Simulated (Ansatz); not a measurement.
BClH2OSSi, SMILES `ClB1O[SiH2]S1` at its PBE0-D4/def2-TZVP geometry, where that method's forces vanish. Charge 0, multiplicity 1.

```xyz
7

Cl    2.8580   -0.3537    0.5655
B     1.1658   -0.2271    0.1866
O     0.3857    0.8377    0.5471
Si   -1.0085    0.2073   -0.1556
S     0.1684   -1.4695   -0.7372
H    -2.0617   -0.0563    0.8479
H    -1.5077    1.0616   -1.2542
```

What forces (eV/Å) does ωB97M-V/def2-TZVPP give on these atoms in Ansatz 0.2.0? (Estimate.)

Ansatz gave: 
```
Cl1  0.131 -0.004  0.032
B2   0.054 -0.044 -0.009
O3  -0.014  0.068  0.032
Si4 -0.330  0.085 -0.042
S5  -0.034 -0.029 -0.025
H6   0.133  0.035 -0.132
H7   0.060 -0.111  0.143
```
